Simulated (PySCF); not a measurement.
System: CH₃I₃Si (charge 0, singlet). SMILES: C[Si](I)(I)I
Coordinates optimised at B3LYP-D3(BJ)/def2-TZVP (Ansatz):
```
Si
C 1 1.8602
H 2 1.0905 1 109.65
H 2 1.0905 3 109.29 1 120.22
H 2 1.0905 3 109.29 4 119.55
I 1 2.4559 2 109.54 3 -180.00
I 1 2.4559 2 109.54 3 60.00
I 1 2.4559 2 109.54 3 -60.00
```
Charge 0, spin multiplicity 1.

Dispersion corrections to the total energy (kcal/mol) from the dftd3 and dftd4 libraries through PySCF: D3(BJ) without and D4 with the three-body term, each with the damping fitted for the functional named.

| functional | D3(BJ) | D4 |
|---|---|---|
| B2GP-PLYP | (withheld) | -4.11 |
| PBE | -8.34 | -9.08 |
| B3LYP | -17.11 | -15.09 |
| B2PLYP | -9.55 | -6.39 |
| TPSS | -11.60 | (withheld) |
| revPBE | -18.30 | -19.23 |
| BLYP | -20.18 | (withheld) |

**Question.** Complete the blanks.

**Answer.** 
- B2GP-PLYP, D3(BJ): -11.74
- TPSS, D4: -12.17
- BLYP, D4: -18.70
